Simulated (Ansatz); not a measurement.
CH$_{7}$BO$_{4}$Si (SMILES C[Si](O)(O)B(O)O), singlet, geometry from GFN2-xTB, with bond 8-2 at 1.4 times its length; SC-NEVPT2/STO-3G, CASSCF(2,2) (Ansatz, a program for electronic structure).

Here is a job for Ansatz.
Ansatz 0.2 input:
```yaml
crystal:
  periodic: [false, false, false]
  atoms:
    - {symbol: Si, position_ang: [-0.59761374, -0.15061232, 0.04670766]}
    - {symbol: C, position_ang: [-1.85651559, 1.28875474, -0.09082398]}
    - {symbol: O, position_ang: [-1.14049308, -1.35723494, -0.94547718]}
    - {symbol: O, position_ang: [-0.68893642, -0.82232313, 1.54433320]}
    - {symbol: B, position_ang: [1.30776305, 0.29479930, -0.15390414]}
    - {symbol: O, position_ang: [1.76378707, 0.78957880, -1.32892592]}
    - {symbol: O, position_ang: [2.23488463, 0.12895486, 0.82931568]}
    - {symbol: H, position_ang: [-3.28815990, 0.77696277, -0.02199224]}
    - {symbol: H, position_ang: [-1.72826136, 2.01118382, 0.70914512]}
    - {symbol: H, position_ang: [-1.74686305, 1.82490564, -1.02856518]}
    - {symbol: H, position_ang: [-1.15808474, -1.21718671, -1.88680477]}
    - {symbol: H, position_ang: [-1.48370292, -1.28746606, 1.79738853]}
    - {symbol: H, position_ang: [2.70719378, 0.97016587, -1.33087361]}
    - {symbol: H, position_ang: [1.90176989, -0.23454908, 1.64795967]}
basis:
  gaussian:
    orbitals: STO-3G
magnetization: {spin_polarized: false}
correlation: {method: sc_nevpt2, electrons: all, active_space: {window: {electrons: 2, orbitals: 2}}}
```

Q: What does Ansatz print? Leave out banner, timings and long lists.

A: 
```
Functional definition: HF
622 factors; integrals over basis functions are off by at most 6.1e-5 eV
mean field evaluation 1: about -17597.6839 eV, gradient 3.7e1 eV
mean field evaluation 2: about -17597.8716 eV, gradient 3.7e1 eV
mean field evaluation 4: about -17602.6315 eV, gradient 2.0e0 eV
mean field evaluation 8: about -17602.6486 eV, gradient 4.7e-5 eV
mean field -17602.64859280 eV, -646.8854042815 hartree, gradient 2.8e-6 eV, S^2 0.000000; 0 other end points of the search recorded, 0 dependent functions left out
reference -17602.64859280 eV, -646.8854042815 hartree; 32, 32 occupied and 14, 14 virtual orbitals, 622 factors
state -17603.71925435 eV, -646.9247503681 hartree
state -17603.71925435 eV, -646.9247503681 hartree; corrected -17610.81573343 eV, -647.1855411639 hartree
Total energy: -17610.81573343 eV, -647.1855411639 hartree
```
